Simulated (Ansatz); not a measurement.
Coupled-cluster run, C3H6ClFHfN2O, SMILES `C[N](C)[Hf]([F])([Cl])[N]=C=O`.

```yaml
crystal:
  periodic: [false, false, false]
  atoms:
    - {symbol: C, position_ang: [0.200812, 1.453322, 1.534257]}
    - {symbol: N, position_ang: [0.030261, 0.275723, 0.717406]}
    - {symbol: C, position_ang: [1.047138, -0.731770, 0.933633]}
    - {symbol: Hf, position_ang: [-1.382548, -0.163860, -0.619987]}
    - {symbol: F, position_ang: [-2.519614, 1.355398, -0.732753]}
    - {symbol: Cl, position_ang: [-2.508619, -2.100689, 0.128094]}
    - {symbol: N, position_ang: [-0.431818, -0.566886, -2.380832]}
    - {symbol: C, position_ang: [0.144605, -0.791858, -3.410047]}
    - {symbol: O, position_ang: [0.702823, -1.011033, -4.408539]}
    - {symbol: H, position_ang: [1.165949, 1.937255, 1.335531]}
    - {symbol: H, position_ang: [0.167082, 1.203100, 2.602608]}
    - {symbol: H, position_ang: [-0.588141, 2.181284, 1.333671]}
    - {symbol: H, position_ang: [2.047269, -0.348856, 0.694414]}
    - {symbol: H, position_ang: [1.048796, -1.081197, 1.973722]}
    - {symbol: H, position_ang: [0.876003, -1.609953, 0.298831]}
basis:
  gaussian: {orbitals: def2-SVP}
correlation: {method: ccsd_t}
```

```sh
$ ansatz run in.yaml --threads 2 --pin off --events-out ev --progress --plain --max-ram 32768MiB --backend cuda --devices 0, --max-vram 18GiB
```

The program prints (abridged):

```
Functional definition: HF
1769 factors; integrals over basis functions are off by at most 1.6e-3 eV
mean field evaluation 1: about -24676.3562 eV, gradient 5.6e1 eV
mean field evaluation 2: about -24676.5919 eV, gradient 5.6e1 eV
mean field evaluation 4: about -24683.2767 eV, gradient 4.9e0 eV
mean field evaluation 8: about -24683.3707 eV, gradient 5.2e-1 eV
mean field -24683.37155398 eV, -907.0971736187 hartree, gradient 1.5e-6 eV, S^2 0.000000; 0 other end points of the search recorded, 0 dependent functions left out
12 core orbitals not correlated: weight in the atoms' cores, before any rotation towards them, 1.000 or more for the frozen orbitals, at most 0.000 for the correlated occupied ones
reference -24683.37155398 eV, -907.0971736187 hartree; 30, 30 occupied and 136, 136 virtual orbitals, 1769 factors
second order -39.55254751 eV of doubles, -0.00000000 eV of singles
cycle   1  -39.23815484 eV  change    3.1e-1 eV  update   1.9e-1
cycle   2  -40.33636591 eV  change    -1.1e0 eV  update   6.7e-2
cycle   3  -40.64427638 eV  change   -3.1e-1 eV  update   3.3e-2
cycle   4  -40.64553417 eV  change   -1.3e-3 eV  update   8.8e-3
cycle   5  -40.63372813 eV  change    1.2e-2 eV  update   3.7e-3
cycle   6  -40.63431569 eV  change   -5.9e-4 eV  update   1.3e-3
cycle   7  -40.63426216 eV  change    5.4e-5 eV  update   5.4e-4
cycle   8  -40.63404629 eV  change    2.2e-4 eV  update   2.4e-4
cycle   9  -40.63413803 eV  change   -9.2e-5 eV  update   7.7e-5
cycle  10  -40.63421443 eV  change   -7.6e-5 eV  update   3.2e-5
cycle  11  -40.63415934 eV  change    5.5e-5 eV  update   1.4e-5
perturbative correction -1.37026869 eV, -0.0503564455 hartree
Total energy: -24725.37598202 eV, -908.6408078773 hartree
```

It took 7.5 s on 2 threads of an AMD EPYC 7R13 on a shared host and a share of an NVIDIA H100 80 GB, with 1 GiB of host memory at the peak.

MP2 recovers 94.2 % of the CCSD(T) correlation energy and the triples give 3.3 %; T1 = 0.0164.
